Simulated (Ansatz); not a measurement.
In7Sb8H24⁺, a nanocrystal cut from zinc blende InSb (hydrogen-capped), relaxed as a singlet with RKS PBE-D4/def2-SVP in Ansatz, starting from a model built from a lattice or polyhedron. Force threshold 0.03 eV/Å.

In the def2 sets In, Sb take a core potential; there is no spin–orbit coupling. Single mean-field runs in def2-SVP are fitted with def2-universal-jkfit.

Start:

```xyz
39

In   -1.761   -2.524    3.665
In   -3.648   -0.776   -0.126
In   -0.103   -3.680   -0.435
In    0.555    0.548    1.193
In    2.205   -0.614   -2.921
In   -1.311    2.290   -2.623
In    2.851    3.622   -1.285
Sb   -0.627   -4.585    2.165
Sb   -4.193   -1.738    2.487
Sb    0.013   -0.370    3.790
Sb   -1.817    1.355   -0.030
Sb    1.718   -1.513   -0.331
Sb    2.330    2.685    1.320
Sb    4.002    1.534   -2.805
Sb    0.467    4.440   -2.493
H    -2.096   -3.109    5.271
H    -5.109   -0.263   -0.888
H    -2.940   -2.068   -1.077
H    -1.561   -3.186   -1.177
H     0.613   -4.993   -1.375
H     0.727   -0.097   -3.682
H     2.906   -1.893   -3.857
H    -2.811    2.805   -3.389
H    -0.612    1.022   -3.564
H     3.955    4.979   -1.214
H    -1.714   -5.947    2.062
H     0.847   -5.118    2.909
H    -5.253   -3.065    2.382
H    -4.853   -0.434    3.371
H    -0.679    0.904    4.715
H     1.497   -0.878    4.517
H    -2.566    2.643    0.876
H     3.146   -2.042    0.399
H     3.811    2.196    2.057
H     1.636    3.993    2.245
H     5.468    1.026   -2.080
H     4.346    2.113   -4.414
H    -0.226    5.726   -1.560
H     0.787    5.013   -4.099
```

Task: Estimate the energy that the relaxation releases and the steps that it takes.

Result: 2.65 eV, in 13 steps; 63 s on 2 threads of AMD EPYC 7R13 on a shared host and a share (18 GiB) of an NVIDIA H100 80GB HBM3. The force fell under the threshold at step 9, but the optimiser went on and released 0.006 eV more. No frequencies were taken in this run, so the end may be a saddle point.

Task: Does the start keep its bonding and symmetry?

Result: By distances, no bond broke or formed. The bond that changes most is In6–Sb15, from 2.79 to 2.96 Å (atoms count from 1). A close non-bonded pair moves further: H21–H24, from 1.75 to 2.67 Å. Point group Cs at the start, C2v at the end, both within 0.05 Å.

Task: Predict the relaxed structure.

Result: 
```tsv
atom	x (Å)	y (Å)	z (Å)
In1	-1.864	-2.696	4.053
In2	-4.184	-0.733	-0.312
In3	0.049	-4.207	-0.674
In4	0.359	0.357	0.779
In5	2.513	-0.931	-3.312
In6	-1.726	2.550	-2.946
In7	3.135	3.957	-1.305
Sb8	-0.589	-4.473	2.209
Sb9	-4.029	-1.651	2.503
Sb10	-0.085	-0.469	3.502
Sb11	-2.052	1.245	-0.367
Sb12	1.568	-1.725	-0.678
Sb13	2.191	2.561	1.060
Sb14	3.954	1.578	-2.664
Sb15	0.517	4.399	-2.369
H16	-2.058	-3.109	5.722
H17	-5.678	0.137	-0.329
H18	-3.554	-2.105	-1.157
H19	-1.497	-3.795	-1.333
H20	1.182	-5.490	-0.917
H21	1.116	-0.317	-4.128
H22	3.804	-2.000	-3.736
H23	-3.059	3.634	-3.140
H24	-0.947	1.375	-3.951
H25	4.233	5.264	-1.017
H26	-1.497	-5.913	2.443
H27	0.778	-5.007	3.102
H28	-5.239	-2.844	2.763
H29	-4.722	-0.499	3.572
H30	-0.511	0.933	4.396
H31	1.457	-0.684	4.227
H32	-2.486	2.474	0.756
H33	2.966	-1.997	0.285
H34	3.489	2.021	2.047
H35	1.518	3.638	2.215
H36	5.473	1.247	-1.933
H37	4.619	2.224	-4.111
H38	-0.019	5.757	-1.464
H39	0.874	5.295	-3.791
```
Bond lengths (bridged metal pairs left out): 18 × In–Sb 2.81 to 2.96 Å; 14 × H–Sb 1.72 Å; 10 × H–In 1.73 Å.
